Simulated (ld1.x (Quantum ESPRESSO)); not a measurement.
**Li: one change to an RRKJ potential, before and after**

| Quantity | Value |
| --- | --- |
| Element | lithium |
| Generator | ld1.x (Quantum ESPRESSO) 7.5 |
| Type | norm-conserving RRKJ (Kleinman–Bylander form) |
| Functional | PBE |
| Relativity | scalar-relativistic |
| Frozen core | none |
| Valence charge | 3 |
| Reference configuration | 1s2 2s0 2p0 (charge +1) |
| Partial waves | 1s (bound): rc 0.40 bohr; 2p (bound, empty): rc 4.20 bohr; 3d channel at -0.1 Ry: rc 3.25 bohr |
| Local potential | all-electron potential smoothed inside 0.75 bohr (lloc = -1) |
| Core correction | none |

Change: local potential the p channel.

Cutoffs: the cutoffs (Ry, on a coarse ladder) from which the occupation-weighted sum of valence levels, in a spherical-Bessel basis at the reference potential, stays within 10 and 1 mRy of its value at 400 Ry; they do not see the model core or the augmentation charge, which bear on the density cutoff. Errors are all-electron minus pseudo energies relative to the spin-unpolarised reference configuration.

What does the change do?

Of the 4 tests that both files solve, the error grows in 3 and shrinks in 1 by more than 15 % and 0.3 meV (median size 9.8 → 205.0 meV); the range in which the s phases agree narrows (upper end 2.9 → -0.7); neither file shows a bound ghost.

| quantity | base | changed |
| --- | --- | --- |
| cutoff, loose | over 300 Ry | over 300 Ry |
| cutoff, tight | over 300 Ry | over 300 Ry |
| bound ghosts | none | none |
| error for 1s2 2s1 2p0, meV [ΔE -5.30 eV] | -2.9 | +247 |
| error for 1s2 2s0.5 2p0, meV [ΔE -3.25 eV] | -2.0 | +163 |
| error for 1s2 2s0 2p1, meV [ΔE -3.51 eV] | +27 | +6.3 |
| error for 1s1 2s1 2p0, meV [ΔE 63.11 eV] | -17 | +380 |
| s: phases at 4.57 bohr within 0.05 rad from the reference energy up to (Ry; the scan ends near 5) | 2.9 | -0.7 |
| p: phases at 4.57 bohr within 0.05 rad from the reference energy up to (Ry; the scan ends near 5) | 0.3 | 0.2 |
| d: phases at 4.57 bohr within 0.05 rad from the reference energy up to (Ry; the scan ends near 5) | 1.4 | 0.9 |
